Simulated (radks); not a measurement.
Q: Radial electron density D(r) = 4 pi r^2 rho(r) of an atom or ion with 67 electrons. All-electron calculation, scalar-relativistic Kohn-Sham, SCAN, spin-unpolarised, spherical densities, finite nucleus; meta-GGA in the generalised Kohn-Sham scheme; Fermi nuclear charge, rms radius of each element as measured or else 0.836 A^(1/3) + 0.57 fm. Program: a radial shooting solver on a logarithmic mesh with Libxc functionals.

```
   r/bohr * D(r) (the largest magnitude, 125, reaches the edge; | marks zero)
0.0007298 | *
0.0009656 | *
 0.001278 |   *
 0.001691 |     *
 0.002219 |       *
 0.002936 |           *
 0.003885 |                *
  0.00514 |                       *
 0.006801 |                              *
 0.008998 |                                    *
  0.01191 |                                        *
  0.01563 |                                        *
  0.02068 |                                     *
  0.02736 |                                   *
   0.0362 |                                        *
   0.0479 |                                                 *
  0.06337 |                                                      *
  0.08385 |                                               *
   0.1101 |                                         *
   0.1456 |                                              *
   0.1927 |                                               *
   0.2549 |                               *
   0.3373 |                      *
   0.4463 |                           *
   0.5905 |                      *
   0.7751 |           *
    1.026 |      *
    1.357 |    *
    1.795 | *
    2.376 |*
    3.143 *
    4.159 *
```

What is the nuclear charge?

A: Z = 69. The innermost maximum, from 1s, lies near gamma/Z bohr with gamma = sqrt(1 - (Z/c)^2) = 0.864, here 0.0125 bohr (found: 0.0136), and its height grows with Z. The density is that of the thulium ion Tm2+ in [Xe] 4f13; the configuration itself is not fixed sharply by these data, and Z only to a few units. D(r) has 4 maxima, at r = 0.0136, 0.0619, 0.172, 0.468 bohr, and minima at 0.0263, 0.112, 0.329 bohr, inside which lie 1.92, 11.08, 29.60 electrons.
